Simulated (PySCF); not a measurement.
Computed IR spectrum (relative IR intensity) of a molecule CH12N2Si3. The structure is a stationary point at PBE0-D3(BJ)/def2-SVP. The values are those of a single conformer. Computed with PySCF with PBE0-D3(BJ)/def2-SVP. Frequencies are harmonic and unscaled.

Lines under 2 % of the strongest are left out, and lines within 2 cm⁻¹ are merged.

ν (cm⁻¹): 241 (w), 256 (w), 328 (s), 354 (w), 365 (m), 418 (m), 423 (m), 488 (w), 531 (vw), 621 (vw), 732 (vw), 748 (m), 784 (s), 823 (vw), 827 (vs), 867 (m), 886 (m), 900 (m), 928 (w), 937 (w), 944 (s), 951 (m), 1013 (w), 1062 (s), 1369 (vw), 1532 (m), 1539 (m), 2174 (s), 2189 (m), 2202 (m), 2214 (m), 2223 (m), 2227 (m), 3615 (w), 3620 (w), 3719 (w), 3726 (w) (against the strongest line: vs over 80 %, s over 45 %, m over 15 %, w over 4 %, vw less)

Task: Which molecule gave these data?
(A) C[SiH2][SiH2][SiH](N)N
(B) CN([SiH2]N)[SiH2][SiH3]
(C) N[SiH](N)C[SiH2][SiH3]
(D) N[SiH2]C[SiH2]N[SiH3]

Result: C, N[SiH](N)C[SiH2][SiH3]
